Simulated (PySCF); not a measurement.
C5H10SSi.
SMILES with atom numbers: `[CH3:1][C:2](=[S:3])[CH:4]1[CH2:5][SiH2:6][CH2:7]1` (hydrogens: H8, H9, H10 on C1; H11 on C4; H12, H13 on C5; H14, H15 on Si6; H16, H17 on C7)

Computed with PySCF at PBE0/def2-SVPD, non-relativistic, on one gas-phase PBE0-D3(BJ)/def2-SVP geometry that isn't relaxed in the solvent. The solvent is an IEF-PCM continuum (Bondi radii, 1.10 Å for H, scaled by 1.2), and excitations are vertical TDDFT with non-equilibrium linear response and a frozen core. The model holds no explicit solvent molecules, cavitation or dispersion.

Gas-phase singlets (H = HOMO, L = LUMO):

```csv
state,E (eV),λ (nm),f,leading configurations
S1,2.603,476,0.000,H→L 100%
S2,5.107,243,0.040,"H-2→L 57%, H-1→L 35%"
S3,5.431,228,0.082,"H-2→L 39%, H-1→L 31%"
S4,5.737,216,0.028,"H→L+1 50%, H→L+2 22%"
S5,5.779,215,0.072,"H→L+2 52%, H-3→L 30%"
```

Problem. What are the lowest 5 singlets in acetone (ε = 20.49)?

Solution. 
| state | E (eV) | λ (nm) | f | leading configurations | change by rank (eV) |
| --- | --- | --- | --- | --- | --- |
| S1 | 2.744 | 452 | 0.001 | H→L 99% | +0.141 |
| S2 | 4.923 | 252 | 0.062 | H-1→L 57%, H-2→L 33% | -0.184 |
| S3 | 5.212 | 238 | 0.078 | H-2→L 62%, H-1→L 19% | -0.219 |
| S4 | 5.646 | 220 | 0.215 | H-3→L 69%, H-1→L 20% | -0.091 |
| S5 | 5.819 | 213 | 0.001 | H-4→L 73%, H-5→L 25% | +0.040 |

Problem. The ground-state energy changes by -0.164 eV from gas to acetone. By how much does the total energy of gas-phase S1 change?

Solution. E(S1) = E(S0) + excitation energy, so it changes by -0.164 + 0.141 = -0.023 eV: it is lowered less than the ground state, which is what a blue shift means. This is the vertical state, with the slow part of the continuum still set for S0.

Problem. How do the frontier levels move from gas to acetone?

Solution. 
| orbital | gas (eV) | solvent (eV) | change (eV) |
| --- | --- | --- | --- |
| LUMO+2 | 0.42 | 0.63 | +0.21 |
| LUMO+1 | 0.29 | 0.48 | +0.19 |
| LUMO | -1.98 | -2.02 | -0.04 |
| HOMO | -6.33 | -6.51 | -0.18 |
| HOMO-1 | -8.02 | -8.01 | +0.01 |
| HOMO-2 | -8.38 | -8.25 | +0.13 |
| HOMO-3 | -8.69 | -8.55 | +0.14 |

The HOMO–LUMO gap goes from 4.35 to 4.49 eV. Rows go by rank; for HOMO-3 and HOMO-2 the atom shares or the degeneracy differ between the runs, so the row needn't follow one orbital.

The values belong to the conformer `[CH3:1][C:2](=[S:3])[CH:4]1[CH2:5][SiH2:6][CH2:7]1`: C1–C2–C4–C5 -169°.
